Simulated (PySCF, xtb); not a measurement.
BH4N, SMILES BN.

GFN2-xTB (xtb) at its own geometry gives an orbital gap of 6.07 eV and a dipole moment of 2.13 D.

Geometry optimised at PBE-D3(BJ)/def2-TZVP.

### Question
What does CAM-B3LYP/def2-TZVPD (PySCF) give? (Estimate from the structure and the level; the computed values follow.)

### Answer
gap 10.77 eV (levels -10.13 and 0.64 eV), dipole 1.87 D.
